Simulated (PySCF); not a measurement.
Series SiXY, Y = chloro, computed as singlets and as triplets. Gas-phase values, no solvent. One relaxed conformer stands for each flexible species; it need not be the lowest. Strings in code marks are SMILES.

Method: PBE0-D3(BJ)/def2-TZVP run with PySCF. 

```tsv
species	dipole moment (D)
X = chloro, multiplicity 3 (`Cl[Si]Cl` (excited triplet))	(withheld)
X = hydroxy, multiplicity 1 (`O[Si]Cl` (lower singlet; H–O–Si–Cl torsion 0°))	–
X = silyl, multiplicity 3 (`[SiH3][Si]Cl` (excited triplet))	1.29
X = ethynyl, multiplicity 1 (`C#C[Si]Cl` (lower singlet))	1.86
```

### Question
Some entries are withheld; supply them.

### Answer

- X = chloro, multiplicity 3 (`Cl[Si]Cl` (excited triplet)), dipole moment (D): 0.71
